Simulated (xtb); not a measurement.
Al(F)(OMe)(SH) (CH4AlFOS), SMILES C[O][Al]([F])[SH]. All values are semi-empirical tight-binding results from xtb (GFN2-xTB unless named), good for trends rather than for accurate numbers. The structure is a stationary point at GFN2-xTB. The structure was generated by enumeration; whether it is a known compound was not checked. The values are those of a single conformer.

The geometry has at least one imaginary mode, so it is a saddle point at that level.

For metal compounds this method's bond lengths and energies can be far off.

```
Item           Value
-----------  -------
orbital gap  3.52 eV
```
